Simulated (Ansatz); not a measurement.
The cluster Al₃S₃⁺. Total charge 1; singlet. Geometry r2SCAN-D4/def2-SVP; atoms count from 1.

Cartesian coordinates in Å:
```
Al 0.969 -1.046 -0.043
Al 0.432 1.319 0.327
Al -1.217 -0.161 -0.728
S -1.684 1.900 -0.038
S 2.222 0.318 1.185
S -0.723 -2.329 -0.703
```

Another isomer (singlet) lies 0.64 eV lower at PBE0-D4/def2-TZVP; other spin states weren't run for this one.

Q: Estimate the Mulliken populations from the PBE0/def2-TZVP orbitals of Ansatz.

A: 
| atom | charge (e) |
| --- | --- |
| Al1 | 0.42 |
| Al2 | 0.42 |
| Al3 | 0.42 |
| S4 | -0.08 |
| S5 | -0.08 |
| S6 | -0.09 |
Mulliken values depend strongly on the basis.

Q: And the Mayer bond orders between heavy atoms (over 0.3)?

A: Al1–Al2 0.55 (2.45 Å); Al1–Al3 0.55 (2.46 Å); Al1–S5 1.19 (2.22 Å); Al1–S6 1.19 (2.22 Å); Al2–Al3 0.55 (2.45 Å); Al2–S4 1.19 (2.22 Å); Al2–S5 1.19 (2.22 Å); Al3–S4 1.19 (2.22 Å); Al3–S6 1.19 (2.22 Å).
